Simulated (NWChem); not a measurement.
# BNH3OF; SMILES NB(O)F

```xyz
7

B     -0.0066    -0.0205     0.0000
F      1.2501    -0.5382     0.0000
O     -1.0897    -0.8661     0.0000
H     -0.8022    -1.7950     0.0000
N     -0.1785     1.3790     0.0000
H     -1.0973     1.8157     0.0000
H      0.6069     2.0251     0.0000
```
Atoms are numbered in this order, from 1.

Computed with NWChem. Pople sets run with spherical d functions. The geometry was optimised at PBE-D3(BJ)/def2-SVP. B3LYP is NWChem's, with the RPA form of VWN correlation. Core excitations by TDA in a window of 1s orbitals, non-relativistic and unshifted: absolute energies depend strongly on the exact-exchange share.

| level | first 1s excitation (eV) | dipole oscillator strength of the first | first state with f > 0.002 (eV) | dipole oscillator strength of that state |
|---|---|---|---|---|
| N K edge, B3LYP/6-311G** | 388.6 | 0.0044 | 388.6 | 0.0044 |
| N K edge, PBE0/def2-TZVP | 390.2 | 0.0030 | 390.2 | 0.0030 |
| F K edge, PBE0/6-311G** | ___ | ___ | ___ | ___ |
| F K edge, BHandHLYP/def2-TZVP | 686.2 | 0.0015 | 686.7 | 0.0176 |

Question: Some entries are withheld; supply them.

Answer: 
- F K edge, PBE0/6-311G**, first 1s excitation (eV): 673.1
- F K edge, PBE0/6-311G**, dipole oscillator strength of the first: 0.0009
- F K edge, PBE0/6-311G**, first state with f > 0.002 (eV): 673.5
- F K edge, PBE0/6-311G**, dipole oscillator strength of that state: 0.0123
